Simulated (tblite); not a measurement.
Species: C3H2F3O (doublet state).
Numbering: `[F:1]/[CH:2]=[C:3]\[O:4][CH:5]([F:6])[F:7]` (hydrogens: H8 on C2; H9 on C5)

Cartesian coordinates in Å at the GFN2-xTB level; atoms count from 1:
```xyz
9
C3H2F3O angstrom
F      2.0198    0.2934   -0.3174
C      1.2349    1.1185    0.4552
C      0.1052    0.7216    0.9722
O     -0.7344   -0.2868    0.8655
C     -0.9552   -0.8531   -0.3762
F     -1.8502   -1.8264   -0.2175
F     -1.4876    0.0454   -1.2249
H      1.7192    2.0580    0.6536
H     -0.0382   -1.2646   -0.8357
```

Method: GFN2-xTB as coded in tblite; computed harmonic values from a numerical Hessian at the method's own geometry, unscaled. The method is semi-empirical: single wavenumbers can be off by several per cent or more. One conformer, not necessarily the lowest. Open shells enter through the occupations alone, without spin polarisation, and single modes of such species can be off by tens of per cent.

Harmonic wavenumbers (cm⁻¹): 30.6, 92.2, 135.3, 237.0, 377.9, 419.8, 515.2, 594.3, 673.3, 751.5, 908.4, 986.1, 1026.1, 1081.3, 1101.5, 1219.2, 1247.5, 1265.6, 1732.5, 2874.2, 3121.8.

A = 5470, B = 1571, C = 1503 MHz; mass 111.006 u (most abundant isotopes); point group C1, symmetry number 1; spin multiplicity 2.

**Question.** What is the zero-point energy?

**Answer.** ½Σν̃ = 10196 cm⁻¹ = 121.97 kJ/mol.

**Question.** What is S at 350 K and 1 bar for an ideal gas of classical rigid rotors and harmonic oscillators?

**Answer.** Translation 170.92, rotation 117.53, vibration 88.54, spin (R ln 2) 5.76: S = 382.8 J/(mol K).

**Question.** And Cp and H(350 K) − H(0)?

**Answer.** Cp = 114.20 J/(mol K), of which vibrations give 80.94 (their classical limit is 21 R = 174.6); H(350 K) − H(0) = 26.69 kJ/mol without the zero-point energy, 15.05 from vibrations.

**Question.** What must be added to the electronic energy to get the Gibbs energy at 350 K and 1 bar?

**Answer.** ZPE + [H(350 K) − H(0)] − T·S = 121.97 + 26.69 − 133.97 = 14.69 kJ/mol.

**Question.** Which modes carry the vibrational entropy at 350 K?

**Answer.** 30.6 cm⁻¹: 25.56; 92.2 cm⁻¹: 16.43; 135.3 cm⁻¹: 13.30; 237.0 cm⁻¹: 8.85; 377.9 cm⁻¹: 5.44; 419.8 cm⁻¹: 4.74 J/(mol K); the other 15 give 14.22 together.

**Question.** How do the functions run with temperature in this model?

**Answer.** 
```csv
T (K),S (J/(mol K)),Cp (J/(mol K)),H − H(0) (kJ/mol),G − H(0) (kJ/mol),ln q(vib)
50,242.3,49.0,2.04,-10.07,0.63
100,280.0,60.4,4.79,-23.21,1.54
298.15,365.3,103.7,21.04,-87.88,4.70
373.15,390.2,118.6,29.38,-116.22,5.82
500,427.9,138.6,45.77,-168.16,7.64
750,489.2,163.2,83.82,-283.11,10.97
1000,538.2,177.0,126.49,-411.75,13.94
```

q(vib) and H(0) count from the zero-point level.

Hindered rotation and anharmonicity are outside this model. Other conformers, if any are populated, would add a mixing term that is left out. The structure is chiral; the term R ln 2 for an equal mix with its mirror image is left out.
